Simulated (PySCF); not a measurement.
HMo(OH) + HF → MoHF + H₂O

Level: PBE0 in the def2-TZVP basis family, computed in PySCF with density fitting; scalar-relativistic core potentials for atoms from Rb on, none lighter, no spin–orbit coupling; open shells unrestricted.

```csv
species,state and structure,E (Eh),ZPE (kJ/mol),H(298 K) − H(0) (kJ/mol),S° (J/(mol K))
HMo(OH),"quintet, C1, Mo–H 1.721 Å, Mo–O 1.892 Å, O–H 0.962 Å; H–Mo–O 119.3°, H–O–Mo 121.0°",-144.52109,46.8,12.3,279.4
HF,"singlet, C∞v, H–F 0.920 Å",-100.39188,24.9,8.7,173.6
MoHF,"quintet, Cs, Mo–F 1.868 Å, Mo–H 1.710 Å; F–Mo–H 117.2°",-168.54905,17.9,10.9,271.9
H₂O,"singlet, C2v, O–H 0.960 Å (×2); H–O–H 105.1°",-76.37736,56.5,9.9,188.7
```

(1) What is the electronic reaction energy?

(2) Add zero-point, thermal and entropy terms for 298.15 K and 1 bar.

Answers

(1) At PBE0/def2-TZVP, ΔE = -35.3 kJ/mol from the differences of the total energies times 2625.5, downhill. 

(2) ΔZPE = 2.7 and Δ[H(298) − H(0)] = -0.2 kJ/mol give ΔH° = -32.8 kJ/mol. ΔS° = 7.6 J/(mol K), so ΔG° = -32.8 − 298.15 × (0.0076) = -35 kJ/mol and log₁₀K = 6.1.

Open d or f shells are single determinants, so the state found may not be the ground state. Each species is the lowest minimum found with this bonding; other isomers or fragments can lie lower.
